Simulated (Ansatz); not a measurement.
Total energies of CH5GaS, SMILES `C[S][GaH2]`.

Cartesian coordinates in Å:
```
C -0.4411 0.5878 -1.1759
S -1.0293 -0.7314 -0.0717
Ga 0.4954 -0.7942 1.4909
H -0.2835 0.1715 -2.1704
H 0.4914 1.0220 -0.8171
H -1.2012 1.3664 -1.2313
H 1.6776 0.2218 1.3501
H 0.2908 -1.8439 2.6255
```

Charge 0, multiplicity 1. Correlated methods include outer-core shells of Ga, which these sets cover unevenly. Scalar relativity is left out up to krypton. The structure was optimised at the PBE0-D4/def2-TZVP level. Basis def2-TZVPP, the Gaussian-basis code of Ansatz.

```tsv
functional	energy without D4 (Eh)	D4 term (kJ/mol)
LDA (SPW92)	-2359.40038	–
PBE	-2363.67796	-15.6
revPBE	-2363.97939	-44.4
BLYP	-2364.24147	-34.1
r2SCAN	-2364.14028	-3.5
B97M-V	-2363.73920	–
PBE0	-2363.76003	-13.1
B3LYP	-2364.27902	-25.5
r2SCANh	-2364.12619	-3.8
r2SCAN0	-2364.10640	-4.3
HSE06 (plane-wave form)	-2363.74918	-12.3
BHLYP	-2364.14797	-21.3
CAM-B3LYP	-2364.30676	-13.5
LC-ωPBE	-2363.81745	–
ωB97X-V	-2363.95508	–
ωB97M-V	-2364.04387	–
B2PLYP	-2363.66935	–
PBE-QIDH	-2363.33215	–
```

B3LYP takes the VWN-RPA correlation (the form of Gaussian; ORCA's B3LYP/G). HSE06 is the plane-wave form, built on full-range PBE exchange. The double hybrids freeze the cores in their second-order part.

LC-ωPBE has ω = 0.4 bohr⁻¹.
